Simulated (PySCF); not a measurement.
Compound: SnH(OMe)3, C₃H₁₀O₃Sn.
SMILES: `[H][Sn]([O]C)([O]C)[O]C`

Level of theory: TDDFT wB97X-D/def2-SVPD, vertical, gas phase, core orbitals frozen in the response, def2 core potentials past Kr in PySCF 2.14.0, density-fitted response routines. The structure is a single PBE0-D3(BJ)/def2-SVP conformer in the gas phase; no vibrational or solvent corrections. Spin–orbit coupling is left out.

Lowest singlets, with some entries withheld (?). Orbitals of the list HOMO-3 to LUMO+2 that lie within 0.01 eV of each other are written together with a slash and their weights summed (≥ marks a lower bound); for degenerate orbitals outside that list single weights are arbitrary.

```tsv
state	λ (nm)	f	main configurations (H = HOMO, L = LUMO)
S1	212.0	?	H-2→L (89%)
S2	210.4	?	H-1/H→L (≥81%), H-3→L (8%)
S3	210.1	?	H-1/H→L (≥80%), H-4→L (8%)
S4	189.1	?	H-4→L (58%), H-3→L (19%), H-1/H→L (≥10%)
S5	189.0	?	H-3→L (58%), H-4→L (19%), H-1/H→L (≥9%)
S6	172.6	?	H-5→L (28%), H-1/H→L+1 (≥24%), H-1/H→L+2 (≥21%)
S7	167.7	?	H-1/H→L+1 (≥50%), H-1/H→L+2 (≥33%)
S8	166.8	?	H-1/H→L+1 (≥22%), H-1/H→L+2 (≥18%), H-2→L+1 (16%)
S9	166.6	?	H-1/H→L+2 (≥36%), H-2→L+2 (22%)
S10	163.9	?	H-2→L+1 (50%), H-1/H→L+2 (≥16%), H-1/H→L+1 (≥12%)
```

Question: Supply the missing values.

Answer: 
- S1: f = 0.016
- S2: f = 0.027
- S3: f = 0.029
- S4: f = 0.053
- S5: f = 0.055
- S6: f = 0.0000
- S7: f = 0.0004
- S8: f = 0.012
- S9: f = 0.011
- S10: f = 0.039

Question: How far apart are S7 and S10, in eV and cm⁻¹?

Answer: 7.566 − 7.394 = 0.172 eV, or about 1390 cm⁻¹.

Question: Where do the lowest triplets lie (Tamm–Dancoff)?

Answer: T1 5.37 eV, H-1/H→L (≥86%); T2 5.37 eV, H-1/H→L (≥87%); T3 5.40 eV, H-2→L (85%). E(S1) − E(T1) = +0.48 eV.

Question: What is the mean static polarisability from the same response equations?

Answer: 85.3 au (12.64 Å³), with principal values 84.5, 84.7 and 86.7 au.
